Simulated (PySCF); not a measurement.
Computed IR spectrum (relative IR intensity) of a molecule C₅H₇F. The structure is a stationary point at PBE0-D3(BJ)/def2-SVP. Other conformers were not sampled. These are PBE0-D3(BJ)/def2-SVP in PySCF 2.14.0 values and carry that method's errors. Harmonic, unscaled wavenumbers; measured fundamentals usually lie a few per cent lower.

Lines under 2 % of the strongest are left out, and lines within 2 cm⁻¹ are merged.

ν (cm⁻¹): 367 (w), 514 (w), 697 (w), 740 (w), 898 (vw), 921 (s), 939 (vs), 984 (s), 1004 (m), 1023 (w), 1031 (m), 1063 (vw), 1077 (m), 1280 (w), 1341 (w), 1353 (vs), 1415 (w), 1437 (m), 1493 (m), 1744 (m), 3156 (w), 3176 (vw), 3190 (w), 3266 (vw), 3284 (vw) (against the strongest line: vs over 80 %, s over 45 %, m over 15 %, w over 4 %, vw less)

**Question.** Pick the molecule that these values belong to.
A) C=C(F)C1CC1
B) C=CC1(F)CC1
C) C=CC/C=C\F
D) C=C=C[C@@H](C)F

**Answer.** B, C=CC1(F)CC1
